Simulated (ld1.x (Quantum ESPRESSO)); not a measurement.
## bromine (Br): one change to a TM potential, before and after

ld1.x (Quantum ESPRESSO) 7.5 input, shortened:

```
&input
   title='Br', zed=35., rel=1, dft='WC', iswitch=3,
   config='[Ar] 3d10 4s2 4p5'
 /
 &inputp
   pseudotype=2, tm=.true., lloc=-2, rcloc=0.55,
   nlcc=.true.
 /
3
4S  1  0   2.00   0.00  1.15  1.15  0.0
4P  2  1   5.00   0.00  1.20  1.20  0.0
3D  3  2  10.00   0.00  0.65  0.65  0.0
 &test
   configts(1)='3d10 4s2 4p5'
 /
```

Change: local potential all-electron potential smoothed inside 0.62 bohr (lloc = -2).

Cutoffs: the cutoffs (Ry, on a coarse ladder) from which the occupation-weighted sum of valence levels, in a spherical-Bessel basis at the reference potential, stays within 10 and 1 mRy of its value at 400 Ry; they do not see the model core or the augmentation charge, which bear on the density cutoff. Errors are all-electron minus pseudo energies relative to the spin-unpolarised reference configuration.

**Question.** What does the change do?

**Answer.** Both files keep a bound ghost (p, s); the number of tests that count goes from 7 to 0; the range in which the s phases agree widens (upper end 3.8 → at the end of the scan); the range in which the p phases agree narrows (upper end 1.5 → -0.6).

| quantity | base | changed |
| --- | --- | --- |
| bound ghosts | s, p | s, p |
| tests counted (converged, no solver errors) | 7 of 7 | 0 of 7 |
| s: phases at 1.30 bohr within 0.05 rad from the reference energy up to (Ry; the scan ends near 5) | 3.8 | to the end of the scan |
| p: phases at 1.30 bohr within 0.05 rad from the reference energy up to (Ry; the scan ends near 5) | 1.5 | -0.6 |
| d: phases at 1.30 bohr within 0.05 rad from the reference energy up to (Ry; the scan ends near 5) | to the end of the scan | 4.9 |

Changed file: Tests not counted: 3d10 4s2 4p4 (solver errors, printed error -4064 eV); 3d10 4s2 4p3 (solver errors, printed error -151 eV); 3d10 4s2 4p2 (solver errors, printed error -25.0 eV); 3d10 4s2 4p1 (solver errors, printed error -6.4 eV); 3d9 4s2 4p5 (solver errors, printed error -298 eV); 3d10 4s2 4p4.5 (solver errors, printed error -4033 eV); 3d10 4s1 4p6 (solver errors, printed error -276 eV). A true bound ghost makes a file unfit for plane-wave use even where its test errors are small: the radial tests pick states by their node count and pass the ghost by. Where a test does run into it, the solver fails or the error is huge.
